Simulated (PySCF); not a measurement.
AlFH4O2SSi.

```xyz
10

Si    -1.8021    -0.3873     0.0955
F     -0.6135    -0.6492    -1.1501
S     -0.5424     0.6084     1.4209
Al     0.9652     0.1007    -0.2352
O      1.5750     1.3609    -1.2044
O      1.9210    -1.2703     0.0811
H     -2.2682    -1.7504     0.4404
H     -2.8673     0.3870    -0.5858
H      1.2629     2.2687    -1.2174
H      2.7865    -1.4080    -0.3134
```
Charge 0, spin multiplicity 1.

Geometry: B3LYP-D3(BJ)/def2-SVP. The structure was generated by enumeration; whether it is a known compound was not checked. Other conformers were not sampled.

The numbers are results of PBE/pcSseg-1 (PySCF), not measurements. Non-relativistic, no solvent.

Q: Give the absolute GIAO shielding of each atom: isotropic value and principal components (ppm). (An estimate is asked for; the answer gives what the named calculation found.)

A: 
| atom | σ(iso) | σ11 | σ22 | σ33 | span |
|---|---|---|---|---|---|
| Si1 | 284.2 | 212.1 | 296.5 | 344.0 | 131.9 |
| F2 | 300.4 | 226.6 | 259.5 | 415.0 | 188.4 |
| S3 | 716.7 | 526.8 | 710.1 | 913.2 | 386.4 |
| Al4 | 464.1 | 390.8 | 465.6 | 536.0 | 145.2 |
| O5 | 284.3 | 244.3 | 272.3 | 336.2 | 92.0 |
| O6 | 303.6 | 267.5 | 288.1 | 355.3 | 87.8 |
| H7 | 25.0 | 21.5 | 22.3 | 31.1 | 9.7 |
| H8 | 25.0 | 21.5 | 22.3 | 31.3 | 9.7 |
| H9 | 29.4 | 22.1 | 24.2 | 41.9 | 19.8 |
| H10 | 29.8 | 21.6 | 23.0 | 44.6 | 23.0 |
